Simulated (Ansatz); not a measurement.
C₂H₇BINO (SMILES CN(C)B(O)I), singlet, geometry from GFN2-xTB (core potentials on I); PBE/def2-SVPD (Ansatz, a first-principles code).

Here is a job for Ansatz.
Ansatz 0.2 input:
```yaml
crystal:
  periodic: [false, false, false]
  atoms:
    - {symbol: B, position_ang: [-0.58296252, 0.38192895, 0.65024104]}
    - {symbol: I, position_ang: [0.66385138, 0.24727936, -1.10626592]}
    - {symbol: N, position_ang: [-0.75937841, -0.70979135, 1.49437720]}
    - {symbol: C, position_ang: [-1.60016603, -0.60700929, 2.67245137]}
    - {symbol: C, position_ang: [-0.18546830, -2.02954840, 1.36028183]}
    - {symbol: H, position_ang: [-2.41926066, -1.32919844, 2.61441655]}
    - {symbol: H, position_ang: [-1.01459253, -0.81567243, 3.57212052]}
    - {symbol: H, position_ang: [-2.01096318, 0.39600038, 2.73714998]}
    - {symbol: H, position_ang: [0.42302368, -2.26516026, 2.23875420]}
    - {symbol: H, position_ang: [-0.97991087, -2.77805250, 1.28223218]}
    - {symbol: H, position_ang: [0.44209535, -2.09755876, 0.47629931]}
    - {symbol: O, position_ang: [-1.20177746, 1.54728191, 0.93299079]}
    - {symbol: H, position_ang: [-1.06602798, 2.28382171, 0.33894991]}
basis:
  gaussian:
    orbitals: def2-SVPD
hamiltonian:
  xc: pbe
```

The log (banner, timings and long lists left out):

```
Functional definition: PBE
1686 factors; their error is unknown
mean field evaluation 1: about -14478.4871 eV, gradient 8.1e1 eV
mean field evaluation 2: about -14372.1714 eV, gradient 2.0e2 eV
mean field evaluation 4: about -14492.4248 eV, gradient 1.6e1 eV
mean field evaluation 8: about -14493.0326 eV, gradient 3.1e-1 eV
mean field evaluation 16: about -14492.9648 eV, gradient 3.9e-4 eV
mean field -14492.96479627 eV, -532.6066325786 hartree, gradient 2.6e-5 eV, S^2 0.000000; 0 other end points of the search recorded, 0 dependent functions left out
reference -14492.96486235 eV, -532.6066350068 hartree; 32, 32 occupied and 162, 162 virtual orbitals, 1686 factors
Total energy: -14492.96486235 eV, -532.6066350068 hartree
```
